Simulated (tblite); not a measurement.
A tight-binding relaxation on `CS[SiH2][Si@H](C)Br`.

Computed with GFN2-xTB geometry optimisation, gas phase (tblite 0.8.0). Start geometry: from a force field or distance geometry. The command runs a driver script over a list of jobs; the input below is this job's line of settings and its coordinates in Å.

Command:
```bash
OMP_NUM_THREADS=1 python probes_run.py task.json out
```

Input:
```
{"job": {"kind": "relax", "xc": "GFN2-xTB", "basis": "xTB"}, "charge": 0, "multiplicity": 1}
C      3.214700     0.472200     0.368300
S      1.615100     0.686700    -0.479000
Si     0.362100    -0.755300     0.523300
Si    -1.776300    -0.739500    -0.371500
C     -2.517500     0.935600    -0.191200
Br    -3.066600    -2.188100     0.735700
H      3.582800    -0.540800     0.237100
H      3.939900     1.172300    -0.058600
H      3.117000     0.692300     1.437400
H      0.995100    -2.084500     0.385700
H      0.329600    -0.393300     1.960500
H     -1.762900    -1.160400    -1.792500
H     -1.939400     1.684900    -0.738700
H     -3.531500     0.959200    -0.599700
H     -2.566600     1.266600     0.849100
```

Output:
```
step      E/eV     max force
  0    -536.41415    1.450
  1    -536.45982    0.588
  2    -536.47422    0.325
  3    -536.48621    0.307
  4    -536.49622    0.341
  5    -536.50784    0.320
  6    -536.51689    0.244
  7    -536.52370    0.196
  8    -536.52811    0.155
  9    -536.53118    0.147
... (22 lines left out)
 32    -536.54636    0.015
 33    -536.54639    0.014
 34    -536.54642    0.017
 35    -536.54646    0.016
 36    -536.54649    0.012
 37    -536.54651    0.011
 38    -536.54652    0.013
 39    -536.54654    0.013
 40    -536.54656    0.010
 41    -536.54657    0.008
```

«max force» is the largest atomic force in eV/Å.

From which step on does the largest force stay under 0.1 eV/Å, and how much energy is left to gain from there?

From step 13 (0.081 eV/Å), 6.9 meV above the end.

In short: energy lowered by 3.1 kcal/mol over 41 steps; largest atomic force 0.008 eV/Å at the end.

Where do the atoms end?

0.089 Å rms from the input after alignment:
```
atom  x, y, z in Å
C1     3.1548    0.4456    0.3728
S2     1.5728    0.6579   -0.4822
Si3    0.4045   -0.7986    0.5732
Si4   -1.6775   -0.6893   -0.4059
C5    -2.5381    0.9903   -0.2176
Br6   -2.9353   -2.1729    0.7160
H7     3.5087   -0.5718    0.2355
H8     3.8527    1.1467   -0.0734
H9     3.0295    0.6651    1.4288
H10    1.1015   -2.0801    0.4417
H11    0.4567   -0.4361    1.9931
H12   -1.7988   -1.1675   -1.7836
H13   -1.9819    1.7621   -0.7428
H14   -3.5493    0.9735   -0.6182
H15   -2.6049    1.2829    0.8285
```

Hardware: one thread of an Arm Neoverse V1 (shared host). Cost: 0.37 s wall.
Labels such as C1 count atoms from 1, the log's own numbers from 0.
